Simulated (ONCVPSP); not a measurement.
oxygen, ONCV: configuration errors across variants

oxygen, optimised norm-conserving Vanderbilt (ONCV), made with ONCVPSP 4.0.1 (PBE, non-relativistic). Core none, reference 1s2 2s1 2p5. Waves: 1s+2s: rc 0.45 bohr, ncon 3, nbas 6, qcut 30.7 1/bohr, 2 projectors; 2p: rc 1.15 bohr, ncon 4, nbas 8, qcut 10.3 1/bohr, 2 projectors, debl 2.5 Ha; d scattering state at 0.09 Ha: rc 1.25 bohr, ncon 4, nbas 8, qcut 6.9 1/bohr, 2 projectors, debl 3.9 Ha. Local part: polynomial inside 0.35 bohr (lpopt 5, dvloc0 2 Ha). Core correction: none.

All-electron excitation energies from the reference (eV): (1) 1s2 2s2 2p4 -14.896; (2) 1s2 2s2 2p3 1.543; (3) 1s2 2s2 2p2 35.136; (4) 1s1 2s2 2p4 539.466.

A true bound ghost makes a file unfit for plane-wave use even where its test errors are small: the radial tests pick states by their node count and pass the ghost by.

Errors AE − PS in meV (a dash: test not solved or not reliable):

| change | (1) | (2) | (3) | (4) | bound ghosts | GHOST(+) flags above zero |
| --- | --- | --- | --- | --- | --- | --- |
| base | +2.9 | +30 | +131 | +2694 | d | none |
| s: qcut 18.1 | +6.4 | +33 | +133 | +5932 | d | none |
| s: qcut 22 | +4.9 | +32 | +132 | +4626 | d | none |
| s: qcut 25.1 | +4.1 | +31 | +131 | +3837 | d | none |
| s: qcut 28.1 | +3.3 | +30 | +131 | +3129 | d | none |
| s: qcut 31 | +2.8 | +29 | +131 | +2699 | d | none |
| s: qcut 37 | +2.3 | +29 | +130 | +2449 | d | none |
| s: qcut 40.5 | +2.3 | +29 | +130 | +2422 | d | none |
| s: qcut 43.7 | +2.2 | +29 | +130 | +2335 | d | none |
| s: qcut 45.4 | +2.2 | +29 | +130 | +2332 | d | none |

Give the same row for: s: qcut 33.7.

+2.6, +29, +130, +2659; bound ghosts: d; GHOST(+) flags above zero: none.
